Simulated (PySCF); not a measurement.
**How methods differ on the ionisation energy of Xe²⁺**

Xe²⁺ [Kr] 4d10 5s2 5p4 (3P) → Xe³⁺ [Kr] 4d10 5s2 5p3 (4S), as a difference of total energies. Calculation: PySCF 2.14, in def2-TZVP with the def2 core potential (28 electrons); a scalar-relativistic core potential. Correlated levels: valence: 4s2 4p6 4d10 frozen. The calculations carry no spin-orbit coupling.

```
           method  ionisation energy (eV)
              UHF                  29.383
             TPSS                  30.489
            M06-L                  30.291
    MP2 (valence)                  29.990
SCS-MP2 (valence)                  30.053
   CCSD (valence)                  30.122
CCSD(T) (valence)                  30.141
```

Task: How much does correlation contribute at CCSD(T) (valence)?

Result: 30.141 − (29.383) = 0.758 eV, measured against UHF.

The reference lies between the lowest fine-structure levels, while these numbers refer to the centres of the terms.

Errors of the correlated levels include the incompleteness of this basis and the frozen core.

For comparison: 31.05 ± 0.04 eV (semi-empirical (NIST evaluation); NIST Atomic Spectra Database, ionization energies).
